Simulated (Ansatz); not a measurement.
Mulliken charges of CH4Cl2SeSn, SMILES `C[Se][SnH]([Cl])[Cl]` from PBE/def2-TZVPP in Ansatz (PBE0-D4/def2-TZVP geometry).

```tsv
atom	x (Å)	y (Å)	z (Å)	charge (e)
C1	-1.227	-0.042	1.135	-0.343
Se2	0.231	1.266	1.042	-0.174
Sn3	1.313	0.270	-0.965	0.836
Cl4	1.783	-1.964	-0.530	-0.334
Cl5	-0.248	0.167	-2.685	-0.334
H6	-1.830	0.004	0.231	0.147
H7	-0.825	-1.040	1.289	0.147
H8	-1.826	0.253	1.995	0.136
H9	2.717	1.039	-1.528	-0.082
```

Question: By hand: the dipole of these point charges (1 e Å = 4.8032 D).

Answer: Σ q r = (0.104, 0.417, 0.317) e Å, of length 0.534 e Å = 2.56 D.

Question: How does the dipole of the full density compare? (Best estimate.)

Answer: The calculation gave: (-0.056, 0.239, 0.291) e Å, 1.83 D; the point charges give 1.40 times that, at 24° from its direction.

Point charges leave out the atoms' own dipoles, such as those of lone pairs, and Mulliken's split depends on the basis, so the two needn't agree.
